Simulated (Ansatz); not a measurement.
```yaml
crystal:
  periodic: [false, false, false]
  atoms:
    - {symbol: Si, position_ang: [-0.933957, 1.190266, -0.636262]}
    - {symbol: N, position_ang: [-0.094242, -0.232010, -0.174188]}
    - {symbol: Si, position_ang: [0.443185, -1.278899, 1.064465]}
    - {symbol: P, position_ang: [1.193704, -1.162359, -0.981699]}
    - {symbol: H, position_ang: [-1.394184, 1.061791, -2.043881]}
    - {symbol: H, position_ang: [-2.097937, 1.361117, 0.271846]}
    - {symbol: H, position_ang: [-0.071708, 2.401779, -0.542781]}
    - {symbol: H, position_ang: [-0.475960, -2.358713, 1.485952]}
    - {symbol: H, position_ang: [1.185978, -0.684243, 2.199872]}
    - {symbol: H, position_ang: [2.328319, -0.350031, -0.640224]}
basis:
  gaussian: {orbitals: aug-pcseg-2, fitting: {mean_field: def2-universal-jkfit}}
total_charge: 1
magnetization: {spin_polarized: true, initial_magnetization: 1}
hamiltonian: {xc: {name: r2SCANh}}
output: {forces: true}
```

```sh
$ ansatz run in.yaml --threads 2 --pin off --events-out ev --progress --plain --max-ram 4352MiB
```

It prints (some lines left out):

```
Functional definition: r2SCANh
569 factors; integrals over basis functions are off by at most 1.2e0 eV
mean field evaluation 1: about -26602.6629 eV, gradient 6.7e1 eV
mean field evaluation 2: about -26499.1181 eV, gradient 1.3e2 eV
mean field evaluation 4: about -26620.4648 eV, gradient 1.3e1 eV
mean field evaluation 8: about -26621.6980 eV, gradient 9.5e-1 eV
mean field evaluation 16: about -26621.7065 eV, gradient 4.1e-3 eV
mean field -26621.70647335 eV, -978.3296680548 hartree, gradient 3.7e-5 eV, S^2 0.761888; 3 other end points of the search recorded, 0 dependent functions left out
reference -26621.70649523 eV, -978.3296688589 hartree; 28, 27 occupied and 306, 307 virtual orbitals, 569 factors
Total energy: -26621.70649523 eV, -978.3296688589 hartree
Atom 0 at    -0.933957     1.190266    -0.636262 Å, force    -1.462861     1.911572    -0.294383 eV/Å
Atom 1 at    -0.094242    -0.232010    -0.174188 Å, force     1.239335    -0.307593    -1.292043 eV/Å
Atom 2 at     0.443185    -1.278899     1.064465 Å, force    -0.045919    -1.616772     1.713913 eV/Å
Atom 3 at     1.193704    -1.162359    -0.981699 Å, force    -0.255012     0.253383     1.152590 eV/Å
Atom 4 at    -1.394184     1.061791    -2.043881 Å, force     0.231709    -0.250809     0.108179 eV/Å
Atom 5 at    -2.097937     1.361117     0.271846 Å, force     0.261723    -0.195318    -0.040024 eV/Å
Atom 6 at    -0.071708     2.401779    -0.542781 Å, force     0.222112    -0.281969     0.041224 eV/Å
Atom 7 at    -0.475960    -2.358713     1.485952 Å, force     0.106408     0.072850    -0.315659 eV/Å
Atom 8 at     1.185978    -0.684243     2.199872 Å, force    -0.113538     0.163531    -0.268788 eV/Å
Atom 9 at     2.328319    -0.350031    -0.640224 Å, force    -0.183957     0.251126    -0.805009 eV/Å
Dipole moment:     0.291724    -0.135322     0.105139 e Å
```

Run time 39 s (2 threads of an Intel Xeon Platinum 8375C on a shared host); peak host memory 0.87 GiB.
